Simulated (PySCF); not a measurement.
Working out the ionisation energy of Kr²⁺

Kr²⁺ [Ar] 3d10 4s2 4p4 (3P) → Kr³⁺ [Ar] 3d10 4s2 4p3 (4S). Computed with PySCF 2.14 in cc-pVDZ-PP with ECP10MDF, with scalar relativity through the core potential. Frozen: 3s2 3p6 3d10. Energies in hartree (1 hartree = 27.21139 eV):

```tsv
part	Kr²⁺ (lower)	Kr³⁺ (upper)
UHF	-460.840966	-459.582754
CCSD correlation	-0.088015	-0.072850
(T)	-0.000742	-0.000494
```

Problem. What does Hartree-Fock give?

Solution. (-459.582754) − (-460.840966) = 1.258212 hartree = 34.238 eV.

Problem. What do CCSD and CCSD(T) give?

Solution. The CCSD correlation energies differ by 0.015165 hartree = 0.413 eV and the triples by 0.000248 hartree = 0.007 eV, so CCSD gives 34.651 eV and CCSD(T) 34.658 eV.

Reference: 35.838 ± 0.02 eV (measured; NIST Atomic Spectra Database, ionization energies), between the lowest levels; spin-orbit coupling is absent from the calculation.

A double-zeta basis recovers only part of the correlation energy.

What remains against the reference includes basis incompleteness, the frozen core and higher excitations.
